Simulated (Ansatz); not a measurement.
Ansatz (a program for electronic structure) input (PBE0/6-31G*):

Ansatz 0.2 input:
```yaml
crystal:
  periodic: [false, false, false]
  atoms:
    - {symbol: C, position_ang: [1.98961113, -1.21143039, -0.43394223]}
    - {symbol: C, position_ang: [1.67721269, -0.01083572, 0.40255234]}
    - {symbol: C, position_ang: [0.46472078, 0.63852387, 0.56760439]}
    - {symbol: C, position_ang: [-0.80640109, 0.35765503, 0.08475345]}
    - {symbol: C, position_ang: [-1.92536942, 1.31988098, 0.34084552]}
    - {symbol: C, position_ang: [-1.18085886, -0.85109087, -0.71915316]}
    - {symbol: H, position_ang: [1.48674854, -1.18812755, -1.40167306]}
    - {symbol: H, position_ang: [3.06289430, -1.27660073, -0.61749405]}
    - {symbol: H, position_ang: [1.69623759, -2.14740734, 0.05722968]}
    - {symbol: H, position_ang: [2.51321619, 0.41082902, 0.94838165]}
    - {symbol: H, position_ang: [0.52195974, 1.53412687, 1.18136601]}
    - {symbol: H, position_ang: [-2.36173263, 1.67489404, -0.60085248]}
    - {symbol: H, position_ang: [-2.74290084, 0.84020552, 0.89174546]}
    - {symbol: H, position_ang: [-1.59655367, 2.19072307, 0.90770948]}
    - {symbol: H, position_ang: [-1.16150918, -0.63648315, -1.79525590]}
    - {symbol: H, position_ang: [-0.52786322, -1.70071584, -0.54167206]}
    - {symbol: H, position_ang: [-2.20398813, -1.15766109, -0.48544673]}
basis:
  gaussian:
    orbitals: 6-31G*
hamiltonian:
  xc: {name: PBE0}
magnetization: {spin_polarized: true, initial_magnetization: 1}
```

Output:

```
Functional definition: PBE0
integrals: 0.08 GiB planned
1218 factors; integrals over basis functions are off by at most 7.6e-4 eV
0.17 GiB of the device are held for the grids
0.46 GiB of device memory are held for the factors and their scratch space
mean field: 0.36 GiB planned
mean field evaluation 1: about -6384.1409 eV, gradient 4.0e1 eV
mean field evaluation 2: about -6384.1299 eV, gradient 3.9e1 eV
mean field evaluation 4: about -6391.8723 eV, gradient 1.3e0 eV
mean field evaluation 8: about -6392.2978 eV, gradient 1.8e-1 eV
mean field evaluation 16: about -6392.2981 eV, gradient 3.7e-4 eV
mean field -6392.29808992 eV, -234.9126219491 hartree, gradient 7.7e-5 eV, S^2 0.786987; 0 other end points of the search recorded, 0 dependent functions left out
reference -6392.29810866 eV, -234.9126226380 hartree; 24, 23 occupied and 88, 89 virtual orbitals, 1218 factors
Total energy: -6392.29810866 eV, -234.9126226380 hartree
```

It need not be the lowest isomer of its formula.
